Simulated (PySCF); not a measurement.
Molecule: SMILES FB(F)C1=CC[CH+]C=C1, [C₆H₆BF₂]+.

Cartesian coordinates in Å; atom numbers follow the order of the lines, from 1:
```xyz
15

F     3.2987    0.9452    0.1639
B     2.5486   -0.0878   -0.0867
F     3.1326   -1.2107   -0.3946
C     0.9615    0.0118   -0.0230
C     0.1661   -1.0833   -0.2846
C    -1.2867   -1.0120   -0.2299
C    -1.8609    0.2811    0.1159
C    -1.0584    1.3608    0.3729
C     0.3316    1.2302    0.3056
H     0.6244   -2.0303   -0.5381
H    -1.6741   -1.7934    0.4489
H    -1.7172   -1.3787   -1.1794
H    -2.9376    0.3680    0.1659
H    -1.4891    2.3173    0.6299
H     0.9560    2.0899    0.5115
```

Total charge +1.

Frames of a GFN2-xTB Langevin trajectory at 300 K; GIAO PBE0/pcSseg-1 shieldings in PySCF 2.14, gas phase, non-relativistic; equivalent atoms averaged within each frame.

δ = σ(ref) − σ, references computed at the same level: CFCl3 for 19F (170.95 ppm); 11B (100.07 ppm) vs BF3·OEt2; 13C (186.93 ppm), 1H (31.72 ppm) against TMS. The references are static minima.

How do the shifts (ppm) fluctuate along the trajectory?

## Answers


```tsv
time (fs)	F1/F3	B2	C5	C7	C9	C4	C8	C6	H15	H10
optimised geometry	-80.2	21.0	206.8	198.2	188.5	143.6	142.9	53.5	10.09	10.36
250	-81.6	21.0	213.6	209.1	186.6	149.7	145.3	54.7	11.03	10.94
425	-74.0	22.7	228.3	198.2	182.9	150.5	146.3	62.1	10.60	10.94
625	-77.0	20.2	211.3	206.5	176.3	139.9	143.8	60.0	8.89	10.49
800	-70.1	20.6	198.6	201.1	182.8	142.9	140.0	50.0	9.76	9.87
1000	-73.6	21.5	214.4	197.0	183.2	148.6	145.3	56.0	10.33	11.14
mean of frames	-75.3	21.2	213.2	202.4	182.3	146.3	144.2	56.6	10.12	10.68
standard deviation	4.3	0.9	10.6	5.2	3.7	4.7	2.5	4.8	0.83	0.51
```

5 frames give an uncertainty of the mean of about the standard deviation over 2.2 at best, since frames this close in time may not be independent; classical motion lacks zero-point vibration, and the reference would need the same averaging.
